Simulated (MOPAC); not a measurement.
MOPAC input (PM7):

```
PM7 PRECISE GNORM=0.05 LET XYZ GEO-OK AUX(PRECISION=9) THREADS=1
C3H6Cl2Si

Cl   -0.19477400 1    0.86765600 1   -1.55739100 1
C    -0.30337200 1    0.04547400 1    0.05466500 1
Cl   -2.01233100 1    0.15812500 1    0.63518100 1
C     0.73382400 1    0.67083700 1    1.00756800 1
Si    1.92085500 1   -0.70793600 1    0.45160100 1
C     0.22824400 1   -1.39471200 1   -0.07996500 1
H     0.42505600 1    0.49964000 1    2.03995700 1
H     0.91577800 1    1.72947700 1    0.85657500 1
H     2.63238300 1   -1.44472500 1    1.52020300 1
H     2.85718900 1   -0.36408500 1   -0.63676400 1
H    -0.18918200 1   -2.00983200 1    0.71869500 1
H     0.03541800 1   -1.86723500 1   -1.03713000 1
```

Output:

```
 *******************************************************************************
 **                                                                           **
 **                              MOPAC v23.2.5                                **
 **                                                                           **
 *******************************************************************************
 ** MOPAC's Digital Object Identifier: https://doi.org/10.5281/zenodo.6511958 **
 **                                                                           **
 ** Please cite the open-source release paper for use of this MOPAC version:  **
 ** J. E. Moussa and J. J. P. Stewart (2026)                                  **
 ** MOPAC: An open-source semiempirical molecular orbital program             **
 ** J. Open Source Softw., 11(119), 8025, https://doi.org/10.21105/joss.08025 **
 *******************************************************************************

                              PM7 CALCULATION RESULTS

 *******************************************************************************
 *  PM7        - The PM7 Hamiltonian to be used
 *  GEO-OK     - OVERRIDE INTERATOMIC DISTANCE AND OTHER SAFETY CHECKS
 *  LET        - OVERRIDE SOME SAFETY CHECKS
 *  PRECISE    - TIGHTER CRITERIA TO BE USED
 *  XYZ        - CARTESIAN COORDINATE SYSTEM TO BE USED
 *  GNORM      - EXIT WHEN GRADIENT NORM DROPS BELOW 0.050
 *  AUX        - OUTPUT AUXILIARY INFORMATION
 *******************************************************************************
PM7 PRECISE GNORM=0.05 LET XYZ GEO-OK AUX(PRECISION=9) THREADS=1
 C3H6Cl2Si

   ATOM   CHEMICAL          X               Y               Z
  NUMBER   SYMBOL      (ANGSTROMS)     (ANGSTROMS)     (ANGSTROMS)

     1      Cl         -0.19477400  *   0.86765600  *  -1.55739100  *
     2       C         -0.30337200  *   0.04547400  *   0.05466500  *
     3      Cl         -2.01233100  *   0.15812500  *   0.63518100  *
     4       C          0.73382400  *   0.67083700  *   1.00756800  *
     5      Si          1.92085500  *  -0.70793600  *   0.45160100  *
     6       C          0.22824400  *  -1.39471200  *  -0.07996500  *
     7       H          0.42505600  *   0.49964000  *   2.03995700  *
     8       H          0.91577800  *   1.72947700  *   0.85657500  *
     9       H          2.63238300  *  -1.44472500  *   1.52020300  *
    10       H          2.85718900  *  -0.36408500  *  -0.63676400  *
    11       H         -0.18918200  *  -2.00983200  *   0.71869500  *
    12       H          0.03541800  *  -1.86723500  *  -1.03713000  *

          CARTESIAN COORDINATES

    NO.       ATOM           X           Y           Z

     1        Cl         -0.1948      0.8677     -1.5574
     2         C         -0.3034      0.0455      0.0547
     3        Cl         -2.0123      0.1581      0.6352
     4         C          0.7338      0.6708      1.0076
     5        Si          1.9209     -0.7079      0.4516
     6         C          0.2282     -1.3947     -0.0800
     7         H          0.4251      0.4996      2.0400
     8         H          0.9158      1.7295      0.8566
     9         H          2.6324     -1.4447      1.5202
    10         H          2.8572     -0.3641     -0.6368
    11         H         -0.1892     -2.0098      0.7187
    12         H          0.0354     -1.8672     -1.0371

 General Reference for PM7:
 "Optimization of Parameters for Semiempirical Methods VI: More Modifications to the
 NDDO Approximations and Re-optimization of Parameters", J. J. P. Stewart, J. Mol. Mod., 1:32, 19 (2013)
 https://link.springer.com/article/10.1007/s00894-012-1667-x

           Empirical Formula: C3 H6 Cl2 Si  =    12 atoms

      MOLECULAR POINT GROUP   :   Cs

      RHF CALCULATION, NO. OF DOUBLY OCCUPIED LEVELS = 18

          Geometry optimization using EF

          DIAGONAL MATRIX USED AS START HESSIAN

 CYCLE:     1  GRAD.:    56.281 HEAT: -20.16630
 CYCLE:     2  GRAD.:   174.655 HEAT: -12.37059
 CYCLE:     3  GRAD.:    93.930 HEAT: -19.66043
 CYCLE:     4  GRAD.:   121.625 HEAT: -15.98901
 CYCLE:     5  GRAD.:    46.748 HEAT: -22.29187
 CYCLE:     6  GRAD.:   139.654 HEAT: -15.39775
 CYCLE:     7  GRAD.:    50.068 HEAT: -22.79113
 CYCLE:     8  GRAD.:   121.347 HEAT: -15.17245
 CYCLE:     9  GRAD.:    25.851 HEAT: -23.70677
 CYCLE:    10  GRAD.:    86.418 HEAT: -20.27152
 CYCLE:    11  GRAD.:     8.802 HEAT: -24.18475
 CYCLE:    12  GRAD.:    26.741 HEAT: -23.95501
 CYCLE:    13  GRAD.:     5.268 HEAT: -24.34703
 CYCLE:    14  GRAD.:     6.064 HEAT: -24.45822
 CYCLE:    15  GRAD.:    11.405 HEAT: -24.71539
 CYCLE:    16  GRAD.:    27.674 HEAT: -24.74688
 CYCLE:    17  GRAD.:     6.379 HEAT: -25.19169
 CYCLE:    18  GRAD.:    11.023 HEAT: -25.27931
 CYCLE:    19  GRAD.:    21.216 HEAT: -25.65456
 CYCLE:    20  GRAD.:    18.776 HEAT: -25.88100
 CYCLE:    21  GRAD.:    25.717 HEAT: -25.87235
 CYCLE:    22  GRAD.:    18.312 HEAT: -25.91599
 CYCLE:    23  GRAD.:     8.910 HEAT: -26.21761
 CYCLE:    24  GRAD.:     7.870 HEAT: -26.25396
 CYCLE:    25  GRAD.:     8.966 HEAT: -26.26469
 CYCLE:    26  GRAD.:     3.382 HEAT: -26.32732
 CYCLE:    27  GRAD.:     4.128 HEAT: -26.34713
 CYCLE:    28  GRAD.:     2.956 HEAT: -26.37124
 CYCLE:    29  GRAD.:     2.749 HEAT: -26.38228
 CYCLE:    30  GRAD.:     2.286 HEAT: -26.38898
 CYCLE:    31  GRAD.:     0.944 HEAT: -26.39297
 CYCLE:    32  GRAD.:     1.211 HEAT: -26.39584
 CYCLE:    33  GRAD.:     0.583 HEAT: -26.39806
 CYCLE:    34  GRAD.:     0.235 HEAT: -26.39859
 CYCLE:    35  GRAD.:     0.100 HEAT: -26.39863
 CYCLE:    36  GRAD.:     0.037 HEAT: -26.39865

     GRADIENT =  0.03699 IS LESS THAN CUTOFF =  0.05000

 -------------------------------------------------------------------------------
 PM7 PRECISE GNORM=0.05 LET XYZ GEO-OK AUX(PRECISION=9) THREADS=1
 C3H6Cl2Si

     GEOMETRY OPTIMISED USING EIGENVECTOR FOLLOWING (EF).
     SCF FIELD WAS ACHIEVED

                              PM7 CALCULATION
                                                       MOPAC v23.2.5 Linux

          FINAL HEAT OF FORMATION =        -26.39865 KCAL/MOL =    -110.45195 KJ/MOL

          COSMO AREA              =        151.86 SQUARE ANGSTROMS
          COSMO VOLUME            =        155.76 CUBIC ANGSTROMS

          GRADIENT NORM           =          0.03699          =       0.01068 PER ATOM
          IONIZATION POTENTIAL    =         11.066768 EV
          HOMO LUMO ENERGIES (EV) =        -11.067  0.087
          NO. OF FILLED LEVELS    =         18
          MOLECULAR WEIGHT        =        141.0719         POINT GROUP:  C2v

          MOLECULAR DIMENSIONS (Angstroms)

            Atom       Atom       Distance
            H    10   Cl     3     4.98758
            H     9   Cl     1     4.46295
            H     7    H    11     3.77897

          SCF CALCULATIONS        =         37

   ATOM   CHEMICAL          X               Y               Z
  NUMBER   SYMBOL      (ANGSTROMS)     (ANGSTROMS)     (ANGSTROMS)

     1      Cl         -0.51819121  *   0.95029738  *  -1.56406002  *
     2       C         -0.23306244  *   0.07756292  *  -0.03896716  *
     3      Cl         -1.79810063  *   0.01519995  *   0.80694601  *
     4       C          0.83262391  *   0.77603907  *   0.81166526  *
     5      Si          1.81401829  *  -0.81947538  *   0.71320089  *
     6       C          0.31748240  *  -1.32875170  *  -0.29651461  *
     7       H          0.49343605  *   1.10904451  *   1.81397936  *
     8       H          1.28056546  *   1.68292020  *   0.35620847  *
     9       H          1.98546508  *  -1.52313845  *   1.96994711  *
    10       H          3.06218030  *  -0.73824021  *  -0.02130202  *
    11       H         -0.30638549  *  -2.15901957  *   0.09333007  *
    12       H          0.48108103  *  -1.58364200  *  -1.36366860  *

                             CARTESIAN COORDINATES

   1   Cl       -0.518191214     0.950297384    -1.564060016
   2    C       -0.233062439     0.077562924    -0.038967159
   3   Cl       -1.798100634     0.015199955     0.806946010
   4    C        0.832623913     0.776039066     0.811665263
   5   Si        1.814018288    -0.819475375     0.713200886
   6    C        0.317482401    -1.328751695    -0.296514612
   7    H        0.493436052     1.109044510     1.813979356
   8    H        1.280565462     1.682920201     0.356208469
   9    H        1.985465084    -1.523138447     1.969947106
  10    H        3.062180303    -0.738240206    -0.021302021
  11    H       -0.306385490    -2.159019574     0.093330075
  12    H        0.481081030    -1.583642003    -1.363668602

           Empirical Formula: C3 H6 Cl2 Si  =    12 atoms

      MOLECULAR POINT GROUP   :   C2v

                  EIGENVALUES
 -31.06009 -25.60979 -25.43090 -24.47255 -19.52226 -16.99438 -16.75082 -15.67567
 -14.68632 -14.31037 -13.53159 -12.36099 -12.23093 -11.96827 -11.36208 -11.09589
 -11.08300 -11.06677   0.08687   0.24169   0.43089   1.27960   2.17883   2.74578
   3.20499   4.88643   4.95909   5.73212   5.82177   7.13778  20.97040  21.50611
  21.60205  21.80254  22.24276  69.10376  69.25606  69.80281  70.02071  70.07163
  70.11634  70.56571  70.60448  71.03782  71.04578

              NET ATOMIC CHARGES AND DIPOLE CONTRIBUTIONS

  ATOM NO.   TYPE          CHARGE      No. of ELECS.   s-Pop       p-Pop       d-Pop
    1         Cl          -0.156071        7.1561     1.98555     5.16362     0.00690
    2          C           0.253061        3.7469     1.13679     2.61015
    3         Cl          -0.155987        7.1560     1.98555     5.16354     0.00690
    4          C          -0.503191        4.5032     1.07239     3.43080
    5         Si           0.145747        3.8543     0.86968     2.81050     0.17407
    6          C          -0.503189        4.5032     1.07239     3.43080
    7          H           0.196682        0.8033     0.80332
    8          H           0.196684        0.8033     0.80332
    9          H           0.066452        0.9335     0.93355
   10          H           0.066447        0.9336     0.93355
   11          H           0.196679        0.8033     0.80332
   12          H           0.196686        0.8033     0.80331
 DIPOLE           X         Y         Z       TOTAL
 POINT-CHG.     3.395    -1.487     1.247     3.910
 HYBRID        -0.705     0.309    -0.259     0.812
 SUM            2.690    -1.178     0.987     3.098

          ATOMIC ORBITAL ELECTRON POPULATIONS

     Atom    s        px        py        pz      x^2-y^2     xz        z^2       yz        xy
    1 Cl   1.98555   1.96349   1.80000   1.40013   0.00076   0.00149   0.00193   0.00208   0.00063
    2  C   1.13679   0.83490   0.93911   0.83615
    3 Cl   1.98555   1.37807   1.98730   1.79817   0.00197   0.00205   0.00095   0.00048   0.00144
    4  C   1.07239   1.12773   1.15012   1.15295
    5 Si   0.86968   0.94035   0.85390   1.01625   0.04156   0.03916   0.02778   0.03031   0.03526
    6  C   1.07239   1.18830   1.04178   1.20072
    7  H   0.80332
    8  H   0.80332
    9  H   0.93355
   10  H   0.93355
   11  H   0.80332
   12  H   0.80331

 **********************
 *                    *
 * JOB ENDED NORMALLY *
 *                    *
 **********************

 == MOPAC DONE ==
```

The geometry given is a B3LYP-D3(BJ)/def2-TZVP minimum.
